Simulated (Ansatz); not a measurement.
Task: Name a neutral molecule of Al, Br, C, F and H with LUMO energy (ωB97M-V/def2-TZVPP) between 0.70 and 1.00 eV and HOMO–LUMO gap (PBE/def2-TZVPP) between 5.35 and 5.65 eV (Ansatz, PBE0-D4/def2-TZVP geometry).

Result: `C[CH2][Al]([F])[Br]` (0.90 eV, 5.58 eV). Other molecules can fit too; these were computed, each in one conformer that needn't be the lowest.
